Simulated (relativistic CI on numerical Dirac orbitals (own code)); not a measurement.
Line list: Electric-dipole lines, Tb XLV

These numbers are calculated, not measured: Dirac-Coulomb-Breit CI, separate exchange-only KLI orbitals for each configuration, a model potential for QED, unscaled Slater integrals (own radial code, finite nucleus).

Configuration list (outside the closed core [Ne]): 3s2 3p6 3d3, 3s2 3p5 3d4, 3s 3p6 3d4, 3s2 3p6 3d2 4s, 3s2 3p6 3d2 4p, 3s2 3p6 3d2 4d, 3s2 3p5 3d3 4s, 3s2 3p6 3d2 4f, 3s2 3p5 3d3 4p, 3s 3p6 3d3 4s, 3p6 3d4 4p, 3s 3p6 3d3 4p, 3s2 3p6 3d 4s 4p, 3s2 3p6 3d2 5s, 3s 3p6 3d3 4d, 3s2 3p6 3d2 5p, 3s2 3p6 3d 4p 4d, 3s2 3p6 3d2 5f, 3s 3p6 3d2 4s 4p, 3p6 3d5, 3p5 3d6, 3p5 3d5 4s, 3p6 3d4 4s, 3p5 3d4 4s2, 3s2 3p6 3d 4s2, 3s2 3p6 4s2 4p, 3s2 3p6 4s2 4d, 3s2 3p6 3d 4p2, 3s2 3p6 4s 4p2, 3s2 3p6 4p3, 3s2 3p6 4p2 4d, 3s2 3p5 3d 4s 4p2. Double excitations out of closed p, d and f shells are left out; levels of such configurations are missing from the list, as are those of other unlisted configurations, and high levels can miss mixing partners. These lack a partner that the ground configuration has and come out too high: 3s2 3p5 3d3 4p.

| λ vac (Å) | Lower | Upper | A (s⁻¹) | log gf | S velocity/length |
| --- | --- | --- | --- | --- | --- |
| 26.176 | 3s2 3p6 3d3 2G_7/2 [4] | 3s2 3p5 3d4 2F°_5/2 [156] | 1.37e+12 | -0.07 | 0.74 |
| 26.464 | 3s2 3p6 3d3 2G_9/2 [5] | 3s2 3p5 3d4 2F°_7/2 [154] | 2.25e+12 | 0.28 | 0.73 |
| 26.588 | 3s2 3p6 3d3 4F_7/2 [8] | 3s2 3p5 3d4 2F°_5/2 [168] | 1.63e+12 | 0.02 | 0.74 |
| 26.752 | 3s2 3p6 3d3 4F_9/2 [9] | 3s2 3p5 3d4 4D°_7/2 [170] | 1.90e+12 | 0.21 | 0.73 |
| 26.887 | 3s2 3p6 3d3 2H_11/2 [12] | 3s2 3p5 3d4 2G°_9/2 [173] | 2.69e+12 | 0.46 | 0.73 |
| 27.121 | 3s2 3p6 3d3 4F_3/2 [1] | 3s2 3p5 3d4 4D°_1/2 [137] | 3.76e+12 | -0.08 | 0.73 |
| 27.214 | 3s2 3p6 3d3 2G_9/2 [17] | 3s2 3p5 3d4 2F°_7/2 [188] | 2.40e+12 | 0.33 | 0.73 |
| 27.336 | 3s2 3p6 3d3 2H_11/2 [12] | 3s2 3p5 3d4 2H°_11/2 [166] | 2.32e+12 | 0.49 | 0.73 |
| 27.373 | 3s2 3p6 3d3 4P_5/2 [7] | 3s2 3p5 3d4 2F°_5/2 [156] | 1.48e+12 | 0.00 | 0.73 |
| 27.784 | 3s2 3p6 3d3 2G_9/2 [17] | 3s2 3p5 3d4 2H°_11/2 [184] | 1.42e+12 | 0.30 | 0.74 |
| 28.184 | 3s2 3p6 3d3 4F_5/2 [2] | 3s2 3p5 3d4 4D°_3/2 [139] | 1.38e+12 | -0.18 | 0.72 |
| 28.333 | 3s2 3p6 3d3 2G_7/2 [4] | 3s2 3p5 3d4 4F°_7/2 [141] | 9.69e+11 | -0.03 | 0.72 |
| 28.339 | 3s2 3p6 3d3 2G_9/2 [5] | 3s2 3p5 3d4 2G°_9/2 [142] | 1.54e+12 | 0.27 | 0.73 |
| 38.168 | 3s2 3p6 3d3 2H_11/2 [12] | 3s2 3p5 3d4 2G°_9/2 [123] | 8.30e+11 | 0.26 | 0.64 |
| 38.272 | 3s2 3p6 3d3 4F_3/2 [1] | 3s2 3p5 3d4 4F°_3/2 [51] | 7.79e+11 | -0.16 | 0.65 |
| 39.043 | 3s2 3p6 3d3 2G_9/2 [5] | 3s2 3p5 3d4 2H°_9/2 [81] | 6.57e+11 | 0.18 | 0.65 |
| 39.083 | 3s2 3p6 3d3 2G_7/2 [4] | 3s2 3p5 3d4 4G°_7/2 [78] | 7.37e+11 | 0.13 | 0.65 |
| 39.189 | 3s2 3p6 3d3 4F_3/2 [1] | 3s2 3p5 3d4 4G°_5/2 [42] | 5.68e+11 | -0.11 | 0.66 |
| 39.437 | 3s2 3p6 3d3 4F_9/2 [9] | 3s2 3p5 3d4 2H°_9/2 [109] | 5.96e+11 | 0.14 | 0.65 |
| 39.954 | 3s2 3p6 3d3 2H_11/2 [12] | 3s2 3p5 3d4 2H°_11/2 [112] | 5.73e+11 | 0.22 | 0.65 |

Terms are leading LS components. Brackets give the number of a level in order of energy, since labels repeat. The list gives strong lines, with weight on those to low levels, among the lowest 400 of 3779 levels, so that lines to higher ones, which can be the strongest, are missing. Levels whose partners in the same complex of configurations lie outside the list can be far off, and so can their lines. Rates are taken at the computed energies, electric ones in the length gauge. A velocity-to-length ratio far from 1 marks an uncertain rate.

At this charge energies of transitions that change n are usually good to better than 1 %, and those within a shell (Δn = 0) to a few per cent.

LS names give the leading component of a level, which can be under half, so a name can repeat, a term be missing and a line seem to break the LS rules.
